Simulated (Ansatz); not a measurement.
Diatomic TcCl, multiplicity 5 (an upper state: multiplicity 7 came lower at CCSD(T)/def2-TZVPP on PBE0 minima). No spin–orbit coupling. The T1 diagnostic near the minimum is 0.082, so single-reference values are doubtful.

The constants come from a fifth-degree fit in 1/R (seven points, main isotopes). Runs in def2 and cc sets follow the lowest solution found near the PBE0 minimum.

The values were computed with Ansatz (a program for electronic structure).  In def2 rows elements past Kr take small-core potentials, without spin–orbit coupling.

```csv
level,r_e (Å),ω_e (cm⁻¹),ω_e x_e (cm⁻¹),dipole (D)
PBE/def2-TZVPP,2.204,?,1.5,3.41
PBE0/def2-TZVPP,2.218,385,1.5,4.28
wB97X-V/def2-TZVPP,?,?,1.3,4.68
```

Q: Fill in the missing entries.

A: 
- wB97X-V/def2-TZVPP, r_e (Å): 2.234
- wB97X-V/def2-TZVPP, ω_e (cm⁻¹): 383
- PBE/def2-TZVPP, ω_e (cm⁻¹): 395
